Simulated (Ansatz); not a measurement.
CH$_{4}$F$_{2}$GeO, SMILES `FC(F)[O][GeH3]`, relaxed with RKS PBE-D4/def2-SVP in the Gaussian-basis code of Ansatz from a rough embedded geometry. The force threshold is 0.03 eV/Å; the program also tests the step.

Charge 0, multiplicity 1.

Start:

```xyz
9

F     1.203    1.424   -1.883
C     0.760    0.417   -0.946
F     0.538   -0.753   -1.630
O    -0.371    0.856   -0.390
Ge   -0.846   -0.282    0.985
H     1.578    0.255   -0.183
H    -2.140    0.166    1.643
H     0.331   -0.316    2.020
H    -1.053   -1.766    0.384
```

(1) How much energy does the relaxation release, and in how many steps? (Best estimate.)

(2) Which bonds change most? (Best estimate.)

(3) Give the relaxed structure. (An estimate is asked.)

Answers

(1) Ansatz gave: 42.94 kJ/mol, in 26 steps, 3 of them rejected.

(2) Computed: F1–C2 from 1.445 to 1.373 Å; Ge5–H9 from 1.615 to 1.545 Å; Ge5–H7 from 1.519 to 1.543 Å; Ge5–H8 from 1.568 to 1.546 Å.

(3) Ansatz gave: 
```xyz
9

F     0.139    0.482   -1.977
C     0.925    0.562   -0.854
F     1.534   -0.672   -0.738
O     0.202    0.853    0.242
Ge   -0.921   -0.432    0.946
H     1.711    1.333   -1.023
H    -1.954    0.433    1.696
H    -0.088   -1.307    1.911
H    -1.548   -1.253   -0.203
```
